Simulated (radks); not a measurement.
The numbers below are computed, except where a source is named.
Task: Radial electron density D(r) = 4 pi r^2 rho(r) of an atom or ion with 16 electrons. Code: a radial shooting solver on a logarithmic mesh with Libxc functionals. Model: scalar-relativistic Kohn-Sham, TASK exchange with Perdew-Wang LDA correlation, spin-polarised, spherical densities, finite nucleus; meta-GGA in the generalised Kohn-Sham scheme; Fermi nuclear charge, rms radius of each element as measured or else 0.836 A^(1/3) + 0.57 fm.

```
   r/bohr * D(r) (the largest magnitude, 29.4, reaches the edge; | marks zero)
 0.004668 |   *
 0.005981 |     *
 0.007726 |       *
 0.009901 |            *
  0.01279 |                 *
  0.01639 |                        *
  0.02117 |                                *
  0.02735 |                                         *
  0.03505 |                                               *
  0.04527 |                                                  *
  0.05801 |                                                *
  0.07494 |                                           *
  0.09603 |                                      *
    0.124 |                                        *
    0.159 |                                                *
   0.2053 |                                                      *
   0.2652 |                                                 *
   0.3399 |                                 *
   0.4391 |                  *
   0.5626 |            *
   0.7268 |             *
   0.9314 |           *
    1.203 |     *
    1.542 | *
    1.991 | *
    2.572 |*
    3.297 *
    4.258 *
```

What is the nuclear charge?

Result: Z = 23. The innermost maximum, from 1s, lies near gamma/Z bohr with gamma = sqrt(1 - (Z/c)^2) = 0.986, here 0.0429 bohr (found: 0.0460), and its height grows with Z. The density is that of the vanadium ion V7+ in [Ne] 3s1 3p4 4p1; the configuration itself is not fixed sharply by these data, and Z only to about a unit. D(r) has 3 maxima, at r = 0.0460, 0.214, 0.733 bohr, and minima at 0.103, 0.572 bohr, inside which lie 2.13, 10.50 electrons.
